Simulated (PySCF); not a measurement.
## From a computed spectrum to the compound

A species of 7 atoms with charge 1 has these harmonic modes (PBE0, small Gaussian bases with core potentials, PySCF 2.14.0):

| cm⁻¹ | km/mol | symmetry |
| --- | --- | --- |
| 202 | 0.0 | a |
| 303 | 0.0 | a |
| 394 | 323.3 | b |
| 406 | 0.2 | a |
| 490 | 173.8 | b |
| 647 | 11.5 | a |
| 648 | 40.1 | b |
| 675 | 17.6 | b |
| 776 | 38.5 | a |
| 1496 | 26.6 | b |
| 1518 | 16.5 | a |
| 3560 | 254.4 | b |
| 3566 | 101.5 | a |
| 3686 | 94.6 | b |
| 3687 | 118.3 | a |

(1) Which species is it, and in which structure?

## Answers

(1) [Bi(NH2)2]+ (singlet):
```xyz
7

Bi    0.0000    0.0000   -0.1905
N     1.4988   -0.2446    1.1968
H     2.4695   -0.3758    0.9192
H     1.3794   -0.2109    2.2078
N    -1.4988    0.2446    1.1968
H    -2.4695    0.3758    0.9192
H    -1.3794    0.2109    2.2078
```
Ideal gas at 298.15 K and 1 bar: S = 307.0 J/(mol K), Cp = 80.5 J/(mol K), H − H(0 K) = 16.0 kJ/mol (rigid rotor, harmonic modes, spin degeneracy alone). 
 This is one of several that fit.
